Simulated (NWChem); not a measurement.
System: C5H6; SMILES C#CCC=C

The following NWChem deck was run.

```
start job
memory heap 200 mb stack 700 mb global 900 mb
geometry units angstroms noautosym nocenter noautoz
  C      0.460524     2.414662     0.070375
  C     -0.104911     1.347915     0.050699
  C     -0.778113     0.044777     0.009108
  C      0.142071    -1.076339    -0.429129
  C      0.358035    -2.188083     0.271786
  H      0.961363     3.355335     0.094733
  H     -1.201898    -0.188915     0.994734
  H     -1.630506     0.109987    -0.685095
  H      0.639039    -0.928390    -1.387050
  H     -0.115786    -2.359356     1.236360
  H      1.017453    -2.971440    -0.091689
end
basis spherical
  * library def2-svp
end
dft
  xc b3lyp
  iterations 150
  mulliken
end
task dft energy
esp
  recalculate
  probe 0.07
  range 0.3
  factor 1.0
  spacing 0.02
end
task esp
```

Excerpt of the output:

```
             Northwest Computational Chemistry Package (NWChem) 7.3.0
             --------------------------------------------------------

                             Geometry "geometry" -> ""
                             -------------------------

 Output coordinates in angstroms (scale by  1.889725989 to convert to a.u.)

  No.       Tag          Charge          X              Y              Z
 ---- ---------------- ---------- -------------- -------------- --------------
    1 C                    6.0000     0.46052400     2.41466200     0.07037500
    2 C                    6.0000    -0.10491100     1.34791500     0.05069900
    3 C                    6.0000    -0.77811300     0.04477700     0.00910800
    4 C                    6.0000     0.14207100    -1.07633900    -0.42912900
    5 C                    6.0000     0.35803500    -2.18808300     0.27178600
    6 H                    1.0000     0.96136300     3.35533500     0.09473300
    7 H                    1.0000    -1.20189800    -0.18891500     0.99473400
    8 H                    1.0000    -1.63050600     0.10998700    -0.68509500
    9 H                    1.0000     0.63903900    -0.92839000    -1.38705000
   10 H                    1.0000    -0.11578600    -2.35935600     1.23636000
   11 H                    1.0000     1.01745300    -2.97144000    -0.09168900

 Effective nuclear repulsion energy (a.u.)     139.2900602719

                                 NWChem DFT Module
                                 -----------------

 Summary of "ao basis" -> "ao basis" (spherical)
 ------------------------------------------------------------------------------
       Tag                 Description            Shells   Functions and Types
 ---------------- ------------------------------  ------  ---------------------
 C                          def2-svp                 6       14   3s2p1d
 H                          def2-svp                 3        5   2s1p

            General Information
            -------------------
          SCF calculation type: DFT
          Wavefunction type:  closed shell.
          No. of atoms     :    11
          No. of electrons :    36
           Alpha electrons :    18
            Beta electrons :    18
          Charge           :     0
          Spin multiplicity:     1
          Use of symmetry is: off; symmetry adaption is: off
          Maximum number of iterations: 150
          AO basis - number of functions:   100
                     number of shells:    48
          Convergence on energy requested:  1.00D-06
          Convergence on density requested:  1.00D-05
          Convergence on gradient requested:  5.00D-04

              XC Information
              --------------
                         B3LYP Method XC Potential
                     Hartree-Fock (Exact) Exchange  0.200
                        Slater Exchange Functional  0.800 local
                    Becke 1988 Exchange Functional  0.720 non-local
              Lee-Yang-Parr Correlation Functional  0.810
                  VWN I RPA Correlation Functional  0.190 local

             Grid Information
             ----------------
          Grid used for XC integration:  medium
          Radial quadrature: Mura-Knowles
          Angular quadrature: Lebedev.
          Tag              B.-S. Rad. Rad. Pts. Rad. Cut. Ang. Pts.
          ---              ---------- --------- --------- ---------
          C                   0.70       49          13.0       434
          H                   0.35       45          14.0       434
          Grid pruning is: on
          Number of quadrature shells:   515
          Spatial weights used:  Erf1

      Superposition of Atomic Density Guess
      -------------------------------------

 Sum of atomic energies:        -191.11972670

      Non-variational initial energy
      ------------------------------

 Total energy =    -194.186452
 1-e energy   =    -530.068506
 2-e energy   =     196.591993
 HOMO         =      -0.317338
 LUMO         =       0.003301

[...]

                     NWChem Electrostatic Potential Fit Module
                     -----------------------------------------

 Atom parameters

 Number of atoms is                                   11
 Number of basis functions is                        100

 Grid parameters

 Maximum number of grid points is                  43552
 Number of grid points is                          43551
 Grid range                                     0.300000 nm
 Grid spacing                                   0.020000 nm
 Probe radius                                   0.070000 nm
 Atom radius factor                             1.000000

 Atomic radii

    1    0.100000
    6    0.147000
 FASTESP  F
  using M.O. file = ./job.movecs

    Atom              Coordinates                           Charge

                                                  ESP

    1 C     0.046052    0.241466    0.007038   -0.398323
    2 C    -0.010491    0.134792    0.005070   -0.075466
    3 C    -0.077811    0.004478    0.000911    0.332604
    4 C     0.014207   -0.107634   -0.042913   -0.083210
    5 C     0.035804   -0.218808    0.027179   -0.373855
    6 H     0.096136    0.335534    0.009473    0.264784
    7 H    -0.120190   -0.018892    0.099473   -0.007828
    8 H    -0.163051    0.010999   -0.068510   -0.032980
    9 H     0.063904   -0.092839   -0.138705    0.087952
   10 H    -0.011579   -0.235936    0.123636    0.141937
   11 H     0.101745   -0.297144   -0.009169    0.144386
                                            ------------
                                                0.000000

 Dipole moment                                  0.238981

 Quadrupole moment Qxx                         -0.908435
                   Qyy                          2.995521
                   Qzz                         -2.087085

 RMS deviation kJ/mol                           0.060639

 RRMS %                                        42.475490
```

Level: B3LYP/def2-SVP. Geometry: optimised at B3LYP/6-31G* (spherical d).
